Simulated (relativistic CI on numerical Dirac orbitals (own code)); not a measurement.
Slater and spin-orbit integrals, Cu VII

Method of calculation: Dirac-Coulomb-Breit CI, KLI orbitals optimised for each configuration, QED by a radiative potential, unscaled Slater integrals (own radial code, finite nucleus).

Slater integrals F^k, G^k are unscaled and averaged over j, outside the closed core [Ne]; ζ comes from projecting the Hamiltonian with its Breit term on Σ l·s of the shell.

- 3s²3p⁶3d⁵: F^2(3d,3d) = 133610, F^4(3d,3d) = 84441, ζ(3d) = 1157.7 cm⁻¹; <r>(3d) = 0.7267, <r^2>(3d) = 0.639 (bohr units).
- 3s²3p⁵3d⁶: ζ(3p) = 15166, F^2(3d,3d) = 133440, F^4(3d,3d) = 84331, F^2(3p,3d) = 134810, G^1(3p,3d) = 163410, G^3(3p,3d) = 101680, ζ(3d) = 1129.6 cm⁻¹; <r>(3p) = 0.7016, <r^2>(3p) = 0.5731, <r>(3d) = 0.7274, <r^2>(3d) = 0.6405 (bohr units).
- 3s²3p⁶3d⁴4s: F^2(3d,3d) = 138510, F^4(3d,3d) = 87729, ζ(3d) = 1242.2, G^2(3d,4s) = 14946 cm⁻¹; <r>(3d) = 0.7048, <r^2>(3d) = 0.5994, <r>(4s) = 1.651, <r^2>(4s) = 3.06 (bohr units).

Question: Give the Racah parameters of the d shell in 3s²3p⁶3d⁵.

Answer: B = F²/49 − 5F⁴/441 = 1769 cm⁻¹ and C = 35F⁴/441 = 6702 cm⁻¹.

In this model ζ of a weakly bound d, f or g electron outside closed shells comes out too small, for d by up to a factor of two or three and at times with the wrong sign; that of an outer p electron is too small as well.

Averages of the first 10 configurations, taken without configuration mixing, which lowers the lowest level and can move excited configurations by several eV; other configurations of the list can lie among them:

```tsv
Configuration	Parity	States	Average energy above the lowest level (eV)
3s²3p⁶3d⁵	even	252	10.8
3s²3p⁵3d⁶	odd	1260	86.8
3s²3p⁶3d⁴4s	even	420	57.1
3s²3p⁶3d⁴4p	odd	1260	69.4
3s3p⁶3d⁶	even	420	137.3
3s²3p⁶3d⁴4d	even	2100	88.1
3s²3p⁶3d⁴5s	even	420	98.4
3s²3p⁶3d⁴4f	odd	2940	102.5
3s²3p⁶3d⁴5p	odd	1260	103.5
3s²3p⁶3d⁴5d	even	2100	111.3
```
